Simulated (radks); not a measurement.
All-electron atom: the magnesium ion Mg+ in [Ne] 3s1. Method: scalar-relativistic Kohn-Sham, Slater X-alpha with alpha = 0.667, spin-polarised, spherical densities, point nucleus; open shells are filled with parallel spins first; computed with a radial shooting solver on a logarithmic mesh with Libxc functionals. Some entries of the table are withheld. Estimate them.

| orbital | occ. | eigenvalue (eV) | <r^2> (bohr^2) |
|---|---|---|---|
| 1s up | 1 | -1260.318 | 0.02318 |
| 1s down | 1 | -1260.237 | 0.02318 |
| 2s up | 1 | -86.5784 | 0.5939 |
| 2s down | 1 | -86.4314 | 0.5903 |
| 2p up | 3 | -54.0217 | 0.6178 |
| 2p down | 3 | -53.8375 | 0.6075 |
| 3s up | 1 | (1) | 8.993 |
| 3s down | 0 | (2) | 9.592 |

Answer. 
(1) 3s up eigenvalue (eV): -11.3772
(2) 3s down eigenvalue (eV): -8.2865
